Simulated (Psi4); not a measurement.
H₉Si₅, doublet, geometry from GFN2-xTB; CCSD(T)/STO-3G (Psi4).

The Psi4 input:
```
memory 2 GB

molecule {
0 2
  Si    0.22496068    1.95440188   -0.01027980
  Si    1.88800118    0.44842216    0.55798722
  Si    0.94515537   -1.67383499    0.29088219
  Si   -1.27426537   -1.42182704   -0.36648372
  Si   -1.75058991    0.86157224   -0.51971999
  H     0.07045402    3.07203494    0.93982683
  H     2.47985432    0.61277713    1.89442217
  H     3.04627284    0.62184605   -0.33380809
  H     1.70712927   -2.45744605   -0.68791237
  H     1.04860490   -2.46514999    1.52306830
  H    -1.53179502   -2.08967682   -1.64724305
  H    -2.18526124   -2.09795509    0.56523578
  H    -2.18131473    1.21542148   -1.88215708
  H    -2.91961163    1.22586879    0.29516486
}

set basis sto-3g
set reference uhf
set freeze_core true

energy('ccsd(t)')
print_variables()
```

What the program printed (banner, timings and long lists left out):

```
   => Loading Basis Set <=

    Name: STO-3G
    Role: ORBITAL
    Keyword: BASIS

         ---------------------------------------------------------
                                   SCF
               by Justin Turney, Rob Parrish, Andy Simmonett
                          and Daniel G. A. Smith
                              UHF Reference
         ---------------------------------------------------------

  ==> Geometry <==

    Molecular point group: c1
    Full point group: C1

    Geometry (in Angstrom), charge = 0, multiplicity = 2:

       Center              X                  Y                   Z               Mass
    ------------   -----------------  -----------------  -----------------  -----------------
         SI           0.221864068133     1.938693106666    -0.005847035574    27.976926534650
         SI           1.884904568133     0.432713386666     0.562419984426    27.976926534650
         SI           0.942058758133    -1.689543763334     0.295314954426    27.976926534650
         SI          -1.277361981867    -1.437535813334    -0.362050955574    27.976926534650
         SI          -1.753686521867     0.845863466666    -0.515287225574    27.976926534650
         H            0.067357408133     3.056326166666     0.944259594426     1.007825032230
         H            2.476757708133     0.597068356666     1.898854934426     1.007825032230
         H            3.043176228133     0.606137276666    -0.329375325574     1.007825032230
         H            1.704032658133    -2.473154823334    -0.683479605574     1.007825032230
         H            1.045508288133    -2.480858763334     1.527501064426     1.007825032230
         H           -1.534891631867    -2.105385593334    -1.642810285574     1.007825032230
         H           -2.188357851867    -2.113663863334     0.569668544426     1.007825032230
         H           -2.184411341867     1.199712706666    -1.877724315574     1.007825032230
         H           -2.922708241867     1.210160016666     0.299597624426     1.007825032230

  Running in c1 symmetry.

  Rotational constants: A =      0.05371  B =      0.05044  C =      0.02698 [cm^-1]
  Rotational constants: A =   1610.11170  B =   1512.11950  C =    808.74989 [MHz]
  Nuclear repulsion =  480.411803250522610

  Charge       = 0
  Multiplicity = 2
  Electrons    = 79
  Nalpha       = 40
  Nbeta        = 39

  ==> Algorithm <==

  SCF Algorithm Type is PK.
  DIIS enabled.
  MOM disabled.
  Fractional occupation disabled.
  Guess Type is SAD.
  Energy threshold   = 1.00e-08
  Density threshold  = 1.00e-08
  Integral threshold = 1.00e-12

  ==> Primary Basis <==

  Basis Set: STO-3G
    Blend: STO-3G
    Number of shells: 34
    Number of basis functions: 54
    Number of Cartesian functions: 54
    Spherical Harmonics?: true
    Max angular momentum: 1

  ==> Integral Setup <==

  Using in-core PK algorithm.
   Calculation information:
      Number of atoms:                  14
      Number of AO shells:              34
      Number of primitives:            102
      Number of atomic orbitals:        54
      Number of basis functions:        54

      Integral cutoff                 1.00e-12
      Number of threads:                 1

  Performing in-core PK
  Using 2206710 doubles for integral storage.
  We computed 133238 shell quartets total.
  Whereas there are 177310 unique shell quartets.

  ==> DiskJK: Disk-Based J/K Matrices <==

    J tasked:                  Yes
    K tasked:                  Yes
    wK tasked:                  No
    Schwarz Cutoff:          1E-12

  Minimum eigenvalue in the overlap matrix is 2.8812998739E-01.
  Reciprocal condition number of the overlap matrix is 1.4427304186E-01.
    Using symmetric orthogonalization.

  ==> Pre-Iterations <==

  SCF Guess: Superposition of Atomic Densities via on-the-fly atomic UHF (no occupation information).

   -------------------------
    Irrep   Nso     Nmo
   -------------------------
     A         54      54
[...]
  @UHF Final Energy: -1433.29731798134981
    Total Energy =                      -1433.2973179813498064
[...]
              4   2         0.0072815129
              5   0         0.0068820857
              6   6         0.0067414937
              7   7        -0.0065204715
             10   3         0.0050138865
             12   2        -0.0042295514
              5   2        -0.0042142426
             13   1         0.0041462103

    Largest TIJAB Amplitudes:
     13  11   2   0        -0.0130893377
     14  12   3   1        -0.0111527804
     13  12   1   0        -0.0106331940
     12  11   2   1        -0.0104054965
     13  10   3   0        -0.0095153586
     12  10   3   1        -0.0092727777
     14  13   3   2         0.0089621298
     13   6   7   0        -0.0073641845
     14  13   4   3        -0.0068800268
     12   6   7   1        -0.0065981540

    Largest Tijab Amplitudes:
     12  11   3   1        -0.0128161951
     12  10   4   1        -0.0119044675
     13  11   3   2        -0.0117218998
     13  12   2   1         0.0098865247
     13  12   1   0        -0.0092512402
     13  10   4   2        -0.0090619275
     13  10   4   0        -0.0080146786
     12   7   8   1        -0.0075782180
     13   7   8   2        -0.0067007162
     13   4   4   0        -0.0058168643

    Largest TIjAb Amplitudes:
     13  13   2   3        -0.0331618810
     12  12   3   4        -0.0325167813
     13  13   3   4        -0.0312870596
     12  12   2   3        -0.0284286935
     13  13   7   8        -0.0276796408
     13  13   0   3        -0.0249690539
     12  12   1   1        -0.0248894155
     13  13   3   8        -0.0233946660
     12  12   7   4         0.0232504221
      7   6   5   6        -0.0231648399

    SCF energy       (wfn)                    = -1433.297317981349806
    Reference energy (file100)                = -1433.297317981356628

    Opposite-spin MP2 correlation energy      =   -0.161872200440212
    Same-spin MP2 correlation energy          =   -0.012172684039223
    Singles MP2 correlation energy            =   -0.000000000000000
    MP2 correlation energy                    =   -0.174044884479435
      * MP2 total energy                      = -1433.471362865835999

    Opposite-spin CCSD correlation energy     =   -0.236434419952351
    Same-spin CCSD correlation energy         =   -0.011564591658764
    Singles CCSD correlation energy           =   -0.000000000000000
    CCSD correlation energy                   =   -0.247999011611116
      * CCSD total energy                     = -1433.545316992967855

            **************************
            *                        *
            *        CCTRIPLES       *
            *                        *
            **************************

    Wave function   =    CCSD_T
    Reference wfn   =      UHF

    Nuclear Rep. energy (wfn)                =  480.411803250522610
    SCF energy          (wfn)                = -1433.297317981349806
    Reference energy    (file100)            = -1433.297317981356628
    CCSD energy         (file100)            =   -0.247999011611116
    Total CCSD energy   (file100)            = -1433.545316992967855

    Number of ijk index combinations:
    Spin Case AAA:                                 455
    Spin Case BBB:                                 364
    Spin Case AAB:                                1470
    Spin Case ABB:                                1365
    AAA (T) energy                             =   -0.000022253197591
    BBB (T) energy                             =   -0.000019815532349
    AAB (T) energy                             =   -0.001360310013325
    ABB (T) energy                             =   -0.001318219792442
    (T) energy                                   =   -0.002720598535706
      * CCSD(T) total energy                     = -1433.548037591503544

  Variable Map:
  ----------------------------------------------------------------------------
[...]
  Array Variable Map:
  ----------------------------------------------------------------------------
[...]
[...]
```
